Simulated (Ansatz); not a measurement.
`BN(C(C)C)[SiH](C)C` + `CC(C)CO` → `C[SiH](C)CO` + `BN(C(C)C)C(C)C`  (formal exchange of groups at the Si–N bond)

Isolated molecules relaxed with PBE0-D4/def2-TZVP in Ansatz; ΔE leaves out vibrations. CCSD(T)/CBS adds triple-zeta CCSD(T) − MP2 to the extrapolated MP2 energy (def2 sets, frozen cores). Functionals use def2-TZVPP. B3LYP here is the variant with VWN-RPA as its local correlation; programs differ in this. Each species was taken in one conformer, which may not be the lowest.

`BN(C(C)C)[SiH](C)C`:

Cartesian coordinates in Å:
```
B 2.183 -0.288 0.092
N 0.815 -0.023 0.036
C -0.187 -1.106 -0.005
C -0.038 -1.950 -1.260
C -0.141 -1.948 1.259
Si 0.177 1.615 0.007
C -0.785 1.896 -1.571
C -0.925 1.897 1.490
H 2.954 0.629 0.123
H 2.589 -1.417 0.109
H -1.177 -0.633 -0.046
H 0.930 -2.456 -1.267
H -0.104 -1.328 -2.155
H -0.822 -2.709 -1.308
H -0.927 -2.708 1.244
H -0.280 -1.326 2.145
H 0.822 -2.455 1.346
H 1.341 2.534 0.060
H -1.182 2.915 -1.598
H -1.631 1.210 -1.661
H -0.144 1.761 -2.445
H -1.780 1.215 1.500
H -0.369 1.757 2.420
H -1.318 2.917 1.483
```

`CC(C)CO`:

Z-matrix (Å, degrees):
```
C
C 1 1.521
H 1 1.096 2 110.8
H 1 1.093 2 112.0 3 -121.0
H 1 1.093 2 111.1 3 119.5
C 2 1.521 1 111.1 3 -62.8
C 2 1.522 1 111.5 3 59.9
H 2 1.097 1 108.4 3 177.6
H 6 1.093 2 111.5 1 -178.8
H 6 1.092 2 111.2 1 -58.5
H 6 1.095 2 110.9 1 61.1
O 7 1.411 2 114.1 1 61.4
H 7 1.093 2 109.6 1 179.6
H 7 1.102 2 109.2 1 -63.4
H 12 0.960 7 108.4 2 -67.7
```

`C[SiH](C)CO`:

```xyz
15

C    -0.399   -0.593   -1.585
Si   -0.502    0.197    0.113
C    -0.827   -1.091    1.433
C     1.129    1.088    0.477
O     1.516    2.005   -0.542
H    -1.326   -1.121   -1.822
H     0.420   -1.317   -1.638
H    -0.247    0.154   -2.369
H    -1.606    1.200    0.107
H    -0.880   -0.635    2.425
H    -0.035   -1.845    1.451
H    -1.774   -1.605    1.253
H     1.026    1.678    1.393
H     1.928    0.357    0.678
H     1.576    1.526   -1.372
```

`BN(C(C)C)C(C)C`:

Z-matrix (Å, degrees):
```
C
C 1 1.522
N 1 1.464 2 112.2
C 1 1.523 2 111.7 3 -126.9
H 1 1.093 2 107.7 3 115.0
H 2 1.093 1 112.0 3 65.4
H 2 1.092 1 110.7 3 -55.5
H 2 1.092 1 110.1 3 -175.2
C 3 1.471 1 116.2 2 -63.2
B 3 1.385 1 121.4 2 116.8
H 4 1.092 1 110.1 2 -57.8
H 4 1.093 1 112.0 2 61.5
H 4 1.092 1 110.7 2 -177.5
C 9 1.521 3 111.5 1 116.9
C 9 1.521 3 111.5 1 -117.5
H 9 1.094 3 106.9 1 -0.3
H 10 1.198 3 119.0 1 0.0
H 10 1.198 3 120.1 1 -180.0
H 14 1.092 9 110.5 3 63.7
H 14 1.092 9 110.9 3 -56.3
H 14 1.093 9 110.5 3 -176.5
H 15 1.093 9 110.5 3 176.4
H 15 1.092 9 110.5 3 -63.8
H 15 1.092 9 110.9 3 56.2
```

```csv
level,ΔE (kJ/mol)
B3LYP-D4,94.0
ωB97M-V,95.7
PBE,84.6
MP2/def2-TZVPP,100.7
SCS-MP2/def2-TZVPP,100.1
MP2/def2-QZVPP,101.2
SCS-MP2/def2-QZVPP,100.7
CCSD/CBS(def2),99.6
```

Q: What does CCSD(T)/CBS give? (Best estimate.)

A: Ansatz gave: +97.5 kJ/mol. The listed levels differ from it by -3.5, -1.8, -12.9, 3.2, 2.6, 3.7, 3.2, 2.1 kJ/mol.

Largest T1 diagnostic among the species: 0.011.

From PBE to PBE0 (25 % exact exchange), in def2-TZVPP and without D4, ΔE moves by +6.8 kJ/mol. In def2-TZVPP, CCSD(T) changes the Hartree–Fock value by −13.2 kJ/mol (the triples alone add −2.1 kJ/mol) and MP2 by −9.3 kJ/mol.

CCSD(T)/CBS has its own doubt, a few kJ/mol and more with outer-core shells, so smaller differences from it don't rank the levels.
